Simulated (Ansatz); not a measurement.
A structure relaxed at PBE0-D4/def2-SVP in Ansatz, charge 0, doublet:

```
atom   x (Å)   y (Å)   z (Å)
 In1   1.152  -0.372   1.860
 In2  -2.209  -1.074   0.559
 In3   2.164  -0.527  -0.903
 In4  -0.301   0.529  -2.135
 In5  -0.807   1.444   0.620
```

Q: Give its formula and point group.

A: the cluster In5 (the lowest doublet isomer of a short search). Point group Cs (tolerance 0.1 Å).

Q: Summarise the bond lengths by kind (pairs closer than 1.2 times the sum of covalent radii, bridged metal pairs left out).

A: 5 × In–In 2.88 to 2.95 Å.

In the def2 sets In takes a core potential; there is no spin–orbit coupling. The relaxation made no stability test and no search for a lower SCF solution. The structure comes from a short search, and lower isomers may exist.
